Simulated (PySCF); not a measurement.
**Relaxation of sextet RuOBr**

Computed with UPBE0/[Ru def2-TZVP with ECP28, O def2-TZVP, Br def2-TZVP], scalar-relativistic core potentials, density fitting, no spin–orbit coupling, PySCF. A (50,194) grid was used.

A start displaced from a saddle point along its imaginary mode, of Cs symmetry, held to at least that symmetry:

```xyz
3
charge 0 multiplicity 6, angstrom
Ru    0.0676   -0.0009   -0.8345
O    -0.2500    0.0032   -2.5935
Br   -0.0366    0.0005    1.6032
```

What forces act on the atoms at the start (eV/Å)?


```
atom     Fx    Fy     Fz
 Ru1  -0.13  0.00  -0.86
  O2   0.14  0.00   0.98
 Br3  -0.02  0.00  -0.12
```

What does it relax to?

It ends at Cs with Ru–Br 2.425 Å, Ru–O 1.757 Å; Br–Ru–O 154.8°. A frequency run shows a minimum. Other isomers or separated fragments may lie lower.

How much energy is released, and in how many steps?

2.5 kJ/mol in 7 steps.

Open d and f shells are described by one determinant, and the ground state may have another occupation or spin. At this level a doublet minimum of Cs symmetry lies 45 kJ/mol below this structure.

The relaxation took 22 s on 4 threads of a shared Arm Neoverse V2 host, with 119 basis functions and 8 gradients; the process peaked at 0.98 GiB. Launch command: `OMP_NUM_THREADS=4 python axn.py task.json out`.
